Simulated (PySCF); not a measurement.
ClCrO$_{2}$ (SMILES [O]=[Cr+](=[O])[Cl]), charge +1, singlet, geometry from GFN2-xTB (such geometries of metal compounds can be far from the true shape) (the multiplicity is a formal guess); DF-PBE/6-31G in PySCF.

Input for PySCF:
```python
from pyscf import gto, scf, dft

mol = gto.M(
    atom='''
Cr    0.30551309   -0.01734383    0.39439997
O     1.49897309   -0.68849015   -0.32476441
O    -0.54284806   -0.99267836    1.24350979
Cl   -0.88125379    0.81562353   -0.98915073
''',
    basis='6-31g',
    charge=1,
    verbose=4,
)

mf = dft.RKS(mol)
mf.xc = 'pbe'
mf = mf.density_fit(auxbasis='def2-universal-jkfit')
mf.kernel()
```

The log (banner, timings and long lists left out):

```
PySCF version 2.14.0

[INPUT] verbose = 4
[INPUT] num. atoms = 4
[INPUT] num. electrons = 56
[INPUT] charge = 1
[INPUT] spin (= nelec alpha-beta = 2S) = 0
[INPUT] symmetry False subgroup None
[INPUT] Mole.unit = angstrom
[INPUT] Symbol           X                Y                Z      unit          X                Y                Z       unit  Magmom
[INPUT]  1 Cr     0.305513090000  -0.017343830000   0.394399970000 AA    0.577336067570  -0.032775088651   0.745307926837 Bohr   0.0
[INPUT]  2 O      1.498973090000  -0.688490150000  -0.324764410000 AA    2.832648608193  -1.301057822961  -0.613715789906 Bohr   0.0
[INPUT]  3 O     -0.542848060000  -0.992678360000   1.243509790000 AA   -1.025834160651  -1.875890230182   2.349892936315 Bohr   0.0
[INPUT]  4 Cl    -0.881253790000   0.815623530000  -0.989150730000 AA   -1.665328309335   1.541305092451  -1.869223975614 Bohr   0.0

nuclear repulsion = 301.935460796035
number of shells = 28
number of NR pGTOs = 180
number of NR cGTOs = 58
basis = 6-31g
ecp = {}

******** <class 'pyscf.df.df_jk.DFRKS'> ********
method = DFRKS
initial guess = minao
damping factor = 0
level_shift factor = 0
DIIS = <class 'pyscf.scf.diis.CDIIS'>
diis_start_cycle = 1
diis_space = 8
diis_damp = 0
SCF conv_tol = 1e-09
SCF conv_tol_grad = None
SCF max_cycles = 50
direct_scf = False
XC library pyscf.dft.libxc version 7.1.2
    S. Lehtola, C. Steigemann, M. J. T. Oliveira, and M. A. L. Marques,  SoftwareX 7, 1–5 (2018)
XC functionals = pbe
    J. P. Perdew, K. Burke, and M. Ernzerhof,  Phys. Rev. Lett. 77, 3865 (1996)
    J. P. Perdew, K. Burke, and M. Ernzerhof,  Phys. Rev. Lett. 78, 1396 (1997)
    J. P. Perdew, K. Burke, and M. Ernzerhof,  Phys. Rev. Lett. 77, 3865 (1996)
    J. P. Perdew, K. Burke, and M. Ernzerhof,  Phys. Rev. Lett. 78, 1396 (1997)
radial grids:
    Treutler-Ahlrichs [JCP 102, 346 (1995); DOI:10.1063/1.469408] (M4) radial grids

becke partition: Becke, JCP 88, 2547 (1988); DOI:10.1063/1.454033
pruning grids: <function nwchem_prune>
grids dens level: 3
symmetrized grids: False
atomic radii adjust function: <function treutler_atomic_radii_adjust>
small_rho_cutoff = 0
Set gradient conv threshold to 3.16228e-05
Initial guess from minao.
tot grids = 67952
init E= -1654.78939617526
  HOMO = -0.383816096727378  LUMO = -0.316926429062834  gap/eV = 1.82016
cycle= 1 E= -1653.88704480193  delta_E= 0.902  |g|= 1.07  |ddm|= 2.99
  HOMO = -0.419136068139096  LUMO = -0.380723730757768  gap/eV = 1.04525
cycle= 2 E= -1640.61240024619  delta_E= 13.3  |g|= 7.49  |ddm|= 4.25
  HOMO = -0.475643472973317  LUMO = -0.430563456430086  gap/eV = 1.22669
cycle= 3 E= -1653.7460520571  delta_E= -13.1  |g|= 1.29  |ddm|= 3.56
  HOMO = -0.527127205067206  LUMO = -0.51299338059966  gap/eV = 0.38460
cycle= 4 E= -1653.59785413956  delta_E= 0.148  |g|= 1.63  |ddm|= 1.88
  HOMO = -0.539762908363351  LUMO = -0.498338965336173  gap/eV = 1.12720
cycle= 5 E= -1654.04925615892  delta_E= -0.451  |g|= 0.656  |ddm|= 0.861
  HOMO = -0.541003498242821  LUMO = -0.493616747104971  gap/eV = 1.28946
cycle= 6 E= -1654.07864028686  delta_E= -0.0294  |g|= 0.492  |ddm|= 0.173
  HOMO = -0.542315744788003  LUMO = -0.488306855874048  gap/eV = 1.46966
cycle= 7 E= -1654.10863941063  delta_E= -0.03  |g|= 0.185  |ddm|= 0.111
  HOMO = -0.547086907305737  LUMO = -0.49077520717955  gap/eV = 1.53232
cycle= 8 E= -1654.11388234593  delta_E= -0.00524  |g|= 0.025  |ddm|= 0.0719
  HOMO = -0.546586528364726  LUMO = -0.490275497603883  gap/eV = 1.53230
cycle= 9 E= -1654.11385782997  delta_E= 2.45e-05  |g|= 0.0265  |ddm|= 0.0233
  HOMO = -0.545993132663802  LUMO = -0.489583648497135  gap/eV = 1.53498
cycle= 10 E= -1654.11397819558  delta_E= -0.00012  |g|= 0.011  |ddm|= 0.0192
  HOMO = -0.546194165870033  LUMO = -0.489745748053903  gap/eV = 1.53604
cycle= 11 E= -1654.11399993612  delta_E= -2.17e-05  |g|= 0.00114  |ddm|= 0.00697
  HOMO = -0.546197099182496  LUMO = -0.489803689879257  gap/eV = 1.53454
cycle= 12 E= -1654.11400027583  delta_E= -3.4e-07  |g|= 0.000245  |ddm|= 0.00112
  HOMO = -0.546196978796914  LUMO = -0.489796424149801  gap/eV = 1.53474
cycle= 13 E= -1654.11400028555  delta_E= -9.72e-09  |g|= 1.57e-05  |ddm|= 0.000114
  HOMO = -0.546197093683738  LUMO = -0.489796921755518  gap/eV = 1.53473
cycle= 14 E= -1654.11400028559  delta_E= -4.14e-11  |g|= 1.26e-06  |ddm|= 6.68e-06
  HOMO = -0.546197130341344  LUMO = -0.489796591527782  gap/eV = 1.53474
Extra cycle  E= -1654.11400028555  delta_E= 3.27e-11  |g|= 1.37e-05  |ddm|= 6.2e-06
converged SCF energy = -1654.11400028555
```
